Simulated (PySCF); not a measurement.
Harmonic spectrum computed at PBE0 in the def2-TZVP basis family (core potentials from Rb on, PySCF, no spin–orbit coupling):

```
symmetry  ω (cm⁻¹)  IR (km/mol, summed over degenerate members)
       π       353                                         14.7
      σ+      1077                                          0.1
      σ+      2167                                         24.5
```

**Question.** Which molecule gave it? In each, all ligands are bound to the one heavy central atom.
A. HAsN (doublet)
B. HGeN (singlet)
C. HSN (singlet)
D. HSiN (singlet)
E. HCoN (quartet)

**Answer.** B. It has C∞v symmetry with Ge–H 1.520 Å, Ge–N 1.628 Å.
